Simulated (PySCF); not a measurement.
Method: PySCF, PBE0, basis Ir def2-TZVP with ECP60, F def2-TZVP (scalar-relativistic core potentials, no spin–orbit coupling, density fitting).

Each entry is the lowest minimum that a search over a few typed start shapes (and spin states, where more than one is plausible) found, or that minimum re-optimised at the stated level; isomers with ligand–ligand bonds, or fragments after loss of a ligand pair, can lie lower. Open shells are unrestricted.

IrF₂ is a quartet of D∞h symmetry with Ir–F 1.845 Å (×2); F–Ir–F 180.0°. Its wavenumbers are 157 (×2), 681, 717 cm⁻¹.

Question: What changes when one electron is removed, giving IrF₂⁺?

Answer: It costs 10.36 eV between the minima (10.37 eV with zero-point energy). IrF₂⁺ is a quintet of D∞h symmetry with Ir–F 1.806 Å (×2); F–Ir–F 180.0°; wavenumbers 138 (×2), 760, 793 cm⁻¹.

Other spin states or occupations of the open shell can lie lower. No spin–orbit coupling is included, which matters more the heavier the element.
